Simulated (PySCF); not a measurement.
Molfile (atoms numbered from 1):
```
C4H11NO3Si
     RDKit          3D

 20 19  0  0  0  0  0  0  0  0999 V2000
   -2.2086   -1.6206    0.1162 C   0  0  0  0  0  0  0  0  0  0  0  0
   -1.5095   -0.4363   -0.1794 O   0  0  0  0  0  0  0  0  0  0  0  0
   -0.2155    0.2613    0.4753 Si  0  0  0  0  0  4  0  0  0  0  0  0
   -0.0333    1.6635   -0.3100 O   0  0  0  0  0  0  0  0  0  0  0  0
   -1.0246    2.6378   -0.4594 C   0  0  0  0  0  0  0  0  0  0  0  0
    1.3235   -0.5094    0.0910 N   0  0  0  0  0  0  0  0  0  0  0  0
    2.4342    0.1018   -0.6014 C   0  0  0  0  0  0  0  0  0  0  0  0
    1.4448   -1.7348    0.5990 C   0  0  0  0  0  0  0  0  0  0  0  0
    0.5609   -2.2741    1.2319 O   0  0  0  0  0  0  0  0  0  0  0  0
   -2.5138   -2.0754   -0.8272 H   0  0  0  0  0  0  0  0  0  0  0  0
   -3.0953   -1.3740    0.7033 H   0  0  0  0  0  0  0  0  0  0  0  0
   -1.5792   -2.3102    0.6753 H   0  0  0  0  0  0  0  0  0  0  0  0
   -0.3022    0.4306    1.9211 H   0  0  0  0  0  0  0  0  0  0  0  0
   -1.9666    2.1852   -0.7684 H   0  0  0  0  0  0  0  0  0  0  0  0
   -1.1796    3.1640    0.4844 H   0  0  0  0  0  0  0  0  0  0  0  0
   -0.6907    3.3461   -1.2177 H   0  0  0  0  0  0  0  0  0  0  0  0
    2.7618   -0.5285   -1.4299 H   0  0  0  0  0  0  0  0  0  0  0  0
    2.1051    1.0610   -0.9857 H   0  0  0  0  0  0  0  0  0  0  0  0
    3.2738    0.2569    0.0798 H   0  0  0  0  0  0  0  0  0  0  0  0
    2.4095   -2.2341    0.3987 H   0  0  0  0  0  0  0  0  0  0  0  0
  1  2  1  0
  2  3  1  0
  3  4  1  0
  4  5  1  0
  3  6  1  0
  6  7  1  0
  6  8  1  0
  8  9  2  0
  1 10  1  0
  1 11  1  0
  1 12  1  0
  3 13  1  0
  5 14  1  0
  5 15  1  0
  5 16  1  0
  7 17  1  0
  7 18  1  0
  7 19  1  0
  8 20  1  0
M  END
```

In vacuum, a single conformation, relativity neglected, fast rotation and ring inversion assumed for equivalent nuclei. σ from GIAO-PBE0/pcSseg-1; coordinates at the GFN2-xTB level; PySCF.

Referencing at the same level of theory: ¹³C (σref 186.93), ¹H (σref 31.72), ²⁹Si (σref 349.16) against TMS; ¹⁷O (σref 336.08) vs H2O; NH3 for ¹⁵N (σref 267.73).

| atoms | nucleus | count | δ (ppm) |
| --- | --- | --- | --- |
| H10/H11/H12/H14/H15/H16 | ¹H | 6 | 4.06 |
| O2/O4 | ¹⁷O | 2 | ? |
| C8 | ¹³C | 1 | 176.1 |
| Si3 | ²⁹Si | 1 | -55.7 |
| H17/H18/H19 | ¹H | 3 | 3.00 |
| H13 | ¹H | 1 | 5.02 |
| C1/C5 | ¹³C | 2 | 53.4 |
| H20 | ¹H | 1 | ? |
| O9 | ¹⁷O | 1 | 421.5 |
| N6 | ¹⁵N | 1 | 141.6 |
| C7 | ¹³C | 1 | ? |

Q: Estimate the values marked ?.

A: 
- C7: 29.0 ppm, methyl carbon bonded to N; pulled downfield by the heteroatom
- H20: 8.41 ppm, hydrogen on an amide carbonyl carbon
- O2/O4: 26.3 ppm, oxygen bonded to C, Si

Shifts are as computed. Against solution values, carbons near 30 ppm lie about +3 ppm off and those near 130 ppm about +5 ppm. Of 1309 compounds with measured shifts, 239 miss one by over three times the rms of a fit or turn the order of signals round; such compounds aren't used in these exercises. Unscaled 17O shifts of doubly bonded oxygen tend to come out too high, by tens of ppm or more. Experimental scales use liquid or dissolved standards, which lie at an offset from isolated NH3 (liquid NH3: subtract about 20 ppm) and H2O (liquid H2O: subtract about 36 ppm).
